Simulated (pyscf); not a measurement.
PySCF, gas phase, ωB97X-D3(BJ)/def2-SVP geometries. Correlated levels are frozen-core, on RHF or UHF. ΔMP2 is the change of the MP2 total energy from the triple- to the quadruple-zeta basis. Singlets are restricted, triplets unrestricted.

Singlet (Å):
```xyz
4

Si     1.7433     2.0283    -0.9095
Si     0.3259     0.5080    -0.2392
Cl     0.1417    -0.1568     1.6925
Cl    -1.0151    -0.4630    -1.4501
```

Triplet (Å):
```xyz
4

Si     1.7928     2.0805    -0.9303
Si     0.3413     0.5225    -0.2447
Cl     0.0951    -0.1964     1.6609
Cl    -1.0275    -0.4923    -1.3871
```

Question: For these two minima of :Si=Si(Cl)–Cl (SMILES [Si]=[Si](Cl)Cl), which spin state lies lower at CCSD(T)/def2-TZVPP + ΔMP2(QZVPP), and by how much (electronic energies)?

Answer: The singlet, by 0.1 kcal/mol, which is too close to call the ground state. ωB97X-D3(BJ), PBE, r²SCAN, B3LYP-D3(BJ), PBE0-D3(BJ), M06-2X, ωB97M-D3(BJ) put the other state lower. Zero-point energy shifts E(triplet) − E(singlet) by -0.1 kcal/mol. Other isomers of :Si=Si(Cl)–Cl [triplet] were not searched in full and may lie lower. 

E(triplet) − E(singlet) by level (kcal/mol):

```csv
level,gap
ωB97X-D3(BJ)/def2-TZVP,-1.4
PBE/def2-TZVP,-5.2
r²SCAN/def2-TZVP,-8.2
B3LYP-D3(BJ)/def2-TZVP,-2.8
PBE0-D3(BJ)/def2-TZVP,-6.4
M06-2X/def2-TZVP,-3.8
ωB97M-D3(BJ)/def2-TZVP,-1.6
HF/def2-TZVP,-15.4
MP2/def2-QZVPP,-1.2
CCSD/def2-TZVPP,-2.1
CCSD(T)/def2-TZVPP,-0.9
CCSD(T)/def2-TZVPP + ΔMP2(QZVPP),+0.1
```

The triplet is the lowest one reached from the SCF start used. A restricted singlet here is unstable towards spin polarisation, as is usual where a triplet lies low; its energy is less safe. The CCSD(T) − MP2 part came from Ansatz, without density fitting, on the same reference.
